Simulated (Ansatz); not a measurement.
Wavefunction ladder for C2H7GeNO, SMILES `C=N[CH](O)[GeH3]`

| atom | x (Å) | y (Å) | z (Å) |
| --- | --- | --- | --- |
| C1 | 0.5824 | -1.9308 | -0.3267 |
| N2 | -0.3918 | -1.1413 | -0.2030 |
| C3 | -0.2728 | 0.0002 | 0.6496 |
| O4 | -1.4852 | 0.2422 | 1.3179 |
| Ge5 | 0.2236 | 1.5763 | -0.4796 |
| H6 | 1.5292 | -1.8110 | 0.2155 |
| H7 | 0.4966 | -2.7785 | -1.0042 |
| H8 | 0.4888 | -0.1264 | 1.4311 |
| H9 | -2.1888 | 0.0496 | 0.6882 |
| H10 | -0.9035 | 1.8096 | -1.4983 |
| H11 | 1.5477 | 1.3018 | -1.2172 |
| H12 | 0.3738 | 2.8082 | 0.4266 |

Total charge 0; spin multiplicity 1. Correlated methods include outer-core shells of Ge, which these sets cover unevenly. Scalar relativity is left out up to krypton. All single points use the PBE0-D4/def2-TZVP geometry. It is one conformer, not always the lowest. Frozen core, restricted reference, Ansatz.

```tsv
basis	HF (Eh)	MP2 corr.	CCSD corr.	(T)	CCSD(T) total
def2-SVP	?	-0.85660	?	-0.02805	?
def2-TZVPP	-2284.52279	-1.03688	?	?	?
def2-QZVPP	-2284.57449	-1.35553	–	–	–
```

(1) Fill in the withheld values. (An estimate is asked.)

Answers

(1) Computed: def2-SVP HF (Eh): -2284.01256; def2-SVP CCSD corr.: -0.89731; def2-SVP CCSD(T) total: -2284.93792; def2-TZVPP CCSD corr.: -1.06884; def2-TZVPP (T): -0.04401; def2-TZVPP CCSD(T) total: -2285.63564.
